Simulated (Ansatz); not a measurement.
Calculated with Ansatz (gas phase, PBE0-D4/def2-TZVP geometries, no zero-point term in ΔE). CCSD(T)/CBS adds triple-zeta CCSD(T) − MP2 to the extrapolated MP2 energy (def2 sets, frozen cores). This one scheme is used for every species. DFT in def2-TZVPP. B3LYP here is the variant with VWN-RPA as its local correlation; programs differ in this. HSE06 is defined as in plane-wave codes. Each species was taken in one conformer, which may not be the lowest.

Consider the formal exchange of groups at a C–B bond: `CBOC` + acetonitrile → `CCC#N` + `BOC`.

`CBOC`:

Z-matrix (Å, degrees):
```
C
B 1 1.560
H 1 1.091 2 113.4
H 1 1.096 2 110.3 3 122.2
H 1 1.096 2 110.1 3 -121.9
O 2 1.348 1 119.6 3 0.7
H 2 1.208 1 122.0 3 -179.3
C 6 1.411 2 122.3 1 179.9
H 8 1.094 6 111.4 2 0.3
H 8 1.092 6 109.0 2 121.1
H 8 1.092 6 109.1 2 -120.5
```

`CC#N`:

Cartesian coordinates in Å:
```
C -0.023 0.475 -0.106
C 0.046 -0.938 0.210
N 0.101 -2.058 0.461
H -0.012 1.065 0.811
H 0.830 0.763 -0.722
H -0.942 0.692 -0.654
```

`CCC#N`:

Cartesian coordinates in Å:
```
C 0.250 0.983 0.113
C -0.330 -0.321 -0.424
C 0.002 -1.463 0.414
N 0.274 -2.354 1.087
H 1.338 0.932 0.168
H -0.024 1.810 -0.544
H -0.130 1.197 1.113
H 0.040 -0.524 -1.433
H -1.420 -0.260 -0.495
```

`BOC`:

```xyz
8

B    -0.348   -1.301   -0.081
O    -0.020   -0.255    0.687
C     0.277    1.016    0.144
H    -0.399   -1.182   -1.277
H    -0.580   -2.332    0.480
H     0.198    1.010   -0.946
H    -0.420    1.748    0.558
H     1.292    1.296    0.435
```

Problem. Is it downhill or uphill in electronic energy at CCSD(T)/CBS, and by how much? (Best estimate.)

Solution. The calculation gave: Uphill: ΔE = +52.1 kJ/mol.

Problem. What do these levels give: HSE06-D4, BHLYP-D4, CAM-B3LYP-D4, ωB97X-V, B3LYP, CCSD/def2-TZVPP? (Best estimate.)

Solution. Computed: HSE06-D4 56.6, BHLYP-D4 53.5, CAM-B3LYP-D4 54.6, ωB97X-V 52.5, B3LYP 55.3, CCSD/def2-TZVPP 51.5 kJ/mol.

Largest T1 diagnostic among the species: 0.014.

Leaving LDA and LC-ωPBE aside and taking each functional with its dispersion term where it has one, the values, not all of them listed here, spread over 10.4 kJ/mol, from ωB97X-V to B97M-V. LDA lies +3.2 kJ/mol from PBE without D4. At CCSD(T), def2-SVP lies −4.0 kJ/mol from the extrapolated value and def2-TZVPP −0.7 kJ/mol.
